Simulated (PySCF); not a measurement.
**Electron correlation in Sb (antimony, neutral)**

[Kr] 4d10 5s2 5p2 6s1, high-spin 4P determinant (an excited configuration). Calculation: PySCF 2.14, in aug-cc-pVTZ-PP with ECP28MDF; a scalar-relativistic core potential. Frozen: 4s2 4p6 4d10; 5 electrons correlated.

| level | correlation energy (mhartree) |
| --- | --- |
| CCSD | -69.36 |
| (T) | -2.41 |
| CCSD(T) | -71.77 |

Diagnostics: T1 = 0.014, D1 = 0.0407, largest double amplitude 0.085.

The outer electron is Rydberg-like, and this basis confines it to a smaller radius and binds it less than a complete one would.

Cost of the coupled-cluster step: roughly 2.7 core-seconds, for 5 correlated electrons.
